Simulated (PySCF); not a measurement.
## Iodine: a sound run and one with changed settings

Sound run: I [Kr] 4d10 5s2 5p5, I⁺ [Kr] 4d10 5s2 5p4. All numbers are calculated (PySCF 2.14, scalar relativity by spin-free X2C-1e, in x2c-TZVPall (8s6p4d2f, 60 functions)). The sound run starts from symmetry-adapted Hartree-Fock orbitals and uses a fine grid where one is needed.

Changed run: radial step 1.2 in ln r (0.13 in the sound run). This setting is unsound on purpose.

```
species  method  sound run (hartree)  changed run (hartree)  converged
      I     UHF          -7112.65994            -7112.65994        yes
      I  M06-2X          -7116.17607            -7129.01194        yes
      I   M06-L          -7115.41348            -7152.64738        yes
     I⁺     UHF          -7112.30763            -7112.30763        yes
     I⁺  M06-2X          -7115.79618            -7128.53654        yes
     I⁺   M06-L          -7115.02765            -7152.02685        yes
```

Ionisation energy of I:

```csv
method,sound run (eV),changed run (eV)
UHF,9.587,9.587
M06-2X,10.337,12.936
M06-L,10.499,16.885
```

A coarse radial grid mis-integrates the density and the exchange-correlation energy, with errors of either sign; Hartree-Fock needs no grid.

For comparison, NIST gives 10.451 eV between the lowest levels.
